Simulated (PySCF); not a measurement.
**Fractional electron number in Sc²⁺ (scandium, charge +2)**

The 3d alpha orbital of [Ar] 3d1 is emptied in steps (occupation f), with all orbitals relaxed, ending at [Ar]. All numbers are calculated (PySCF 2.14, the non-relativistic Hamiltonian (point nucleus), in def2-SVP). The exact energy is a straight line in f; departures are measured from the line between the end points of the same method.

Q: Among UHF, LDA, PBE, which shows the largest delocalisation error (convex curve), and which is closest to linear?

A: Most convex: LDA (-1.890 eV at f = 0.5); closest to linear: UHF (0.080 eV).

| f | UHF (eV) | LDA (eV) | PBE (eV) |
| --- | --- | --- | --- |
| 1 | 0.000 | 0.000 | 0.000 |
| 0.9 | 0.031 | -0.660 | -0.649 |
| 0.7 | 0.069 | -1.565 | -1.536 |
| 0.5 | 0.080 | -1.890 | -1.851 |
| 0.3 | 0.065 | -1.608 | -1.573 |
| 0.1 | 0.027 | -0.697 | -0.680 |
| 0 | 0.000 | 0.000 | 0.000 |

| method | E(f=0) − E(f=1) (eV) | −ε at f=1 (eV) | −ε at f=0.5 (eV) |
| --- | --- | --- | --- |
| UHF | 24.422 | 24.770 | 24.409 |
| LDA | 26.044 | 18.769 | 25.915 |
| PBE | 26.036 | 18.878 | 25.926 |

Reference removal energy between the ground levels: 24.757 eV (measured; NIST Atomic Spectra Database, ionization energies). The calculation has no spin-orbit coupling. UHF lacks correlation.
